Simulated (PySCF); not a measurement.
# Electron correlation in Os⁺ (osmium, charge +1)

[Xe] 4f14 5d5 6s1 6p1, high-spin 8P determinant (an excited configuration). Calculation: PySCF 2.14, in aug-cc-pVTZ-PP with ECP60MDF; a scalar-relativistic core potential. Frozen: 5s2 5p6; 7 electrons correlated.

MP2 pair energies summed by pair of shells (mhartree):

```tsv
pair	energy	share (%)
5d-5d	-53.21	61.9
5d-6s	-18.56	21.6
5d-6p	-12.33	14.3
6s-6p	-1.90	2.2
```

Total MP2 correlation energy: -85.99 mhartree.

Same-spin part -85.99 and opposite-spin part 0.00 mhartree; SCS-MP2 scales them by 1/3 and 6/5 to -28.66 mhartree.
